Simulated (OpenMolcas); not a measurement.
Mo4+: moving the ligands

Mo4+ with 6 ligands (ammonia) in octahedral coordination (S6) at 2.07 Å. Ligand basis ANO-RCC-VDZP.

- Program: OpenMolcas 26.06
- Method: SS-CASPT2, IPEA 0.25 Eh, imaginary shift 0.1 Eh (closed shells correlated: 4s 4p and the ligand valence shells)
- Basis: ANO-RCC-VDZP [6s5p3d1f]
- Scalar Hamiltonian: DKH2, point nucleus
- Active space: 2 electrons in 5 orbitals (4d)
- State averaging: 2S+1 = 3 even, 10 roots; 2S+1 = 1 even, 15 roots
- Spin-orbit coupling: RASSI with atomic mean-field integrals over the reference wave functions

Runs around this geometry, states. Energies in cm-1 above the lowest state or level, χT in cm3 K/mol.

```csv
R (Å),Ground state,First state of that spin,First gap with spin-orbit (degeneracies),χT at 300 K,First state of another spin
2.03,2S+1 = 3,440,"160 (2, 2)",0.472,2S+1 = 1: 7400
2.07,2S+1 = 3,410,"150 (2, 2)",0.459,2S+1 = 1: 7470
2.17,2S+1 = 3,320,"120 (2, 2)",0.431,2S+1 = 1: 7820
```

Roots that are degenerate in the reference are averaged as groups; the widest CASPT2 spread within a group is 43 cm-1 (the 2-fold group of multiplicity 1 near 111000 cm-1 above the lowest state of its run, R = 2.03). Shifts and gaps below about the spread of the groups concerned are not significant. Over all roots computed the reference weight is 0.69 to 0.70 in R = 2.03, 0.69 to 0.70 in R = 2.07, 0.68 to 0.70 in R = 2.17; a low but even weight reflects the number of correlated electrons. An orbital doublet at a regular site is open to a Jahn-Teller distortion, which this geometry leaves out. Ligand-to-metal charge-transfer states are missing. With no ligand orbital active B as a rule stays too high, so bands that hang on it stand too high and its fall with covalency is understated. With one d shell and no ligand orbital active, 10Dq can be off by a tenth or more. The least metal-like active orbital is 69 % on the metal (Löwdin) and no ligand orbital is active, so the numbers are rough (holds for R = 2.03; R = 2.07). The least metal-like active orbital is 71 % on the metal (Löwdin) and no ligand orbital is active, so the numbers are rough (holds for R = 2.17). No measured value stands beside these numbers; the geometry was imposed, not optimised, and the real ion may take another.

A state without a sure symmetry label is named by its multiplicity alone.
